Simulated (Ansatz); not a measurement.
C$_{2}$H$_{10}$N$_{2}$Zr, SMILES `[CH3][Zr]([CH3])([NH2])[NH2]`. The species carries charge 0 and has multiplicity 1. Zr takes the def2 core potential.

```xyz
15

C    -0.8940   -1.8924    0.1177
Zr   -0.0463    0.1516   -0.2029
C     1.5528    0.4683    1.3276
N    -1.5251    1.4934    0.1741
N     0.6544    0.3956   -2.0949
H    -1.5769   -2.1971   -0.6844
H    -0.0839   -2.6331    0.1584
H    -1.4508   -1.9659    1.0597
H     1.1451    0.5272    2.3440
H     2.1253    1.3879    1.1566
H     2.2631   -0.3693    1.3086
H    -2.0138    1.5435    1.0595
H    -1.9037    2.1999   -0.4406
H     0.3207   -0.0917   -2.9168
H     1.4331    0.9823   -2.3665
```

Problem. What are the harmonic wavenumbers in cm⁻¹ at PBE0-D4/def2-TZVP (Ansatz, finite differences of forces, unscaled)? (An estimate is asked.)

Solution. The calculation gave: 54, 69, 95, 123, 131, 135, 152, 185, 256, 398, 430, 439, 456, 463, 466, 497, 503, 512, 540, 644, 649, 1162, 1167, 1414, 1417, 1419, 1422, 1536, 1539, 3004, 3005, 3084, 3086, 3094, 3095, 3545, 3552, 3638, 3649.

Problem. Is this a minimum?

Solution. Yes, all 39 modes are real.

Problem. Give the ideal-gas thermochemistry at 298.15 K and 1 bar (rigid rotor, harmonic oscillator; point group Cs, symmetry number 1).

Solution. Zero-point energy 305.2 kJ/mol; H(298) − E = 338.6 kJ/mol; entropy 438.5 J/(mol·K), of which translation 171.6, rotation 115.2, vibration 151.7; G(298) − E = 207.8 kJ/mol. Modes under 100 cm⁻¹ are hindered rotations or soft bends, so the harmonic entropy is rough.

Problem. And at 400, 500, 600, 800 and 1000 K?

Solution. 
| T (K) | H − E (kJ/mol) | S (J/mol/K) | G − E (kJ/mol) |
| --- | --- | --- | --- |
| 400 | 357.3 | 492.5 | 160.3 |
| 500 | 377.8 | 538.0 | 108.8 |
| 600 | 399.7 | 578.0 | 52.9 |
| 800 | 447.5 | 646.5 | -69.7 |
| 1000 | 499.4 | 704.4 | -205.0 |

Problem. Rotational constants (cm⁻¹)?

Solution. 0.0819, 0.08162, 0.07775.
